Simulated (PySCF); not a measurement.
**What settings do to a single point of [TaO2(H2O)2]+**

The sound run of [TaO2(H2O)2]+ (singlet; a saddle point, relaxed within its symmetry) uses PySCF 2.14.0, RKS BP86, Ta def2-SVP with ECP60, O def2-SVP, H def2-SVP; non-relativistic Hamiltonian with scalar-relativistic core potentials where named; density fitting; no spin-orbit coupling, grid (50, 194), threshold 1e-8 Eh and 55 cycles, at the relaxed geometry:

```xyz
9

Ta    0.2009    0.2009    0.0000
O     1.9218   -0.0026    0.0000
O    -0.0026    1.9218    0.0000
O    -2.2117   -0.1106    0.0000
H    -2.7590    0.1529    0.7714
H    -2.7590    0.1529   -0.7714
O    -0.1106   -2.2117    0.0000
H     0.1529   -2.7590    0.7714
H     0.1529   -2.7590   -0.7714
```

There Ta1 has a Mulliken charge of 1.00 e and the dipole about the centre of mass is 9.57 D. Each run below changes one thing and starts from free metal ions and neutral atoms unless it says otherwise; with 55 cycles, smearing, a level shift and second-order steps follow where DIIS fails, and their cycles count. Energy shifts count from the sound run.

```tsv
change	outcome	cycles	energy shift (eV)	largest force component (eV/Å)	charge on Ta1 (e)	dipole about the centre of mass (D)
start from a density of up to 30 smeared cycles (not counted)	converged	11	0.0000	0.01	1.00	9.57
threshold 0.0001	converged	9	0.0009	0.04	1.01	9.64
```

Task: One further run converged with energy shift (eV) 39.81, largest force component (eV/Å) 18.45, charge on Ta1 (e) -0.68, dipole about the centre of mass (D) 0.48. Which change was it?
A. cycle limit 5
B. spin (2S) set to 12, limit 69 cycles
C. all coordinates × 1.05

Result: B.

Task: And the other changes listed?

Result: 
```tsv
change	outcome	cycles	energy shift (eV)	largest force component (eV/Å)	charge on Ta1 (e)	dipole about the centre of mass (D)
all coordinates × 1.05	converged	12	0.64	3.78	1.05	9.81
cycle limit 5	not converged	5	–	–	–	–
```

Unsound on purpose, so not properties of the compound: spin (2S) set to 12, limit 69 cycles.

Forces carry noise of the integration grid, about 0.01 to 0.03 eV/Å.
